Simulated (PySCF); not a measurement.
# Selenium: a sound run and one with changed settings

Sound run: Se [Ar] 3d10 4s2 4p4, Se⁺ [Ar] 3d10 4s2 4p3. All numbers are calculated (PySCF 2.14, the non-relativistic Hamiltonian (point nucleus), in 6-31G* (5s4p3d, 32 functions)). In the sound run the correlated levels freeze [Ar] 3d10. The sound run starts from symmetry-adapted Hartree-Fock orbitals and uses a fine grid where one is needed.

A second run was set up differently.

```csv
species,method,sound run (hartree),changed run (hartree),converged
Se,UHF,-2399.52343,-2373.52734,yes
Se,r2SCAN,-2401.17150,-2374.87321,yes
Se,B3LYP,-2401.22681,-2374.78023,yes
Se,MP2,-2399.59300,-2373.52734,yes
Se⁺,UHF,-2399.21035,-2373.29984,yes
Se⁺,r2SCAN,-2400.81723,-2374.59719,yes
Se⁺,B3LYP,-2400.86682,-2374.49929,yes
Se⁺,MP2,-2399.26649,-2373.29984,yes
```

Ionisation energy of Se:

| method | sound run (eV) | changed run (eV) |
| --- | --- | --- |
| UHF | 8.519 | 6.191 |
| r2SCAN | 9.640 | 7.511 |
| B3LYP | 9.796 | 7.645 |
| MP2 | 8.885 | 6.191 |
| SCS-MP2 | 8.902 | 6.191 |

(1) What was changed?
A. too few SCF iterations
B. all electrons correlated in a valence basis
C. minimal basis
D. radial grid too coarse

Answers

(1) C. It used basis STO-3G. A minimal basis cannot let orbitals breathe on ionisation and holds almost no correlation.
